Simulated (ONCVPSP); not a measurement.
## Tb: ONCV pseudisation with LDA (Perdew-Wang 92), scalar-relativistic reference atom.

| Property | Result |
| --- | --- |
| Element | terbium |
| Generator | ONCVPSP 4.0.1 |
| Type | optimised norm-conserving Vanderbilt (ONCV) |
| Functional | LDA (Perdew-Wang 92) |
| Relativity | scalar-relativistic |
| Frozen core | [Kr] 4d10 5s2 |
| Valence charge | 17 |
| Reference configuration | 4f9 5p6 5d0.5 6s1.5 |
| Partial waves | 6s: rc 3.30 bohr, ncon 4, nbas 9, qcut 2.2 1/bohr, 2 projectors, debl 2.6 Ha; 5p: rc 1.80 bohr, ncon 5, nbas 9, qcut 5.3 1/bohr, 2 projectors, debl 1.5 Ha; 5d: rc 4.00 bohr, ncon 5, nbas 9, qcut 4.7 1/bohr, 2 projectors, debl 1 Ha; 4f: rc 0.95 bohr, ncon 4, nbas 8, qcut 18 1/bohr, 1 projector |
| Local potential | polynomial inside 0.60 bohr (lpopt 5, dvloc0 0 Ha) |
| Core correction | Teter function, fcfact 3.5, rcfact 1.6 |

All-electron outer shells of the reference configuration (LDA (PZ), scalar-relativistic, ld1.x):

| shell | level (eV) | outermost node (bohr) | outermost maximum (bohr) |
| --- | --- | --- | --- |
| 5s | -47.08 | 0.64 | 1.18 |
| 5p | -24.44 | 0.69 | 1.35 |
| 6s | -3.70 | 1.60 | 3.49 |
| 4f | -2.74 | – | 0.56 |
| 5d | -1.22 | 0.78 | 2.20 |

(1) Is a potential produced?

Results:

(1) No. ONCVPSP 4.0.1 stopped with "sratom123: lschfb convergence ERROR n,l,iter= 4 3 4": the all-electron bound-state solver failed for one shell.
